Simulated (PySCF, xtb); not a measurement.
H2I2OSi, SMILES O[SiH](I)I.

Coordinates come from a PBE-D3(BJ)/def2-SVP optimisation. This is a generated structure with no PubChem entry under its InChIKey; it may be hypothetical. The def2 effective core potentials stand for the cores of I; spin–orbit coupling is left out. Other conformers were not sampled.

The numbers are results of C-PCM-B3LYP/def2-SVP (PySCF), not measurements.

The values are the electrostatic part of the solvation free energy, E(continuum) − E(gas) at the gas-phase geometry, in a cavity of scaled van der Waals radii (PySCF's table); cavitation and dispersion terms are not included. In vacuum the orbital gap is 5.71 eV. The dipole moment in vacuum is 0.94 D.

Question: Estimate the values in water (ε = 78.36), acetone (ε = 20.49), acetonitrile (ε = 35.69). (An estimate is asked for; the answer gives what the named calculation found.)

Answer: 
| solvent | ε | ΔG(elec) (kcal/mol) | dipole (D) | gap (eV) |
|---|---|---|---|---|
| water | 78.36 | -4.5 | 1.24 | 5.82 |
| acetone | 20.49 | -4.4 | 1.22 | 5.82 |
| acetonitrile | 35.69 | -4.5 | 1.23 | 5.82 |

For comparison, GFN2-xTB/ALPB(water) (xtb, at the GFN2-xTB geometry, all terms of that model) gives -6.9 kcal/mol.
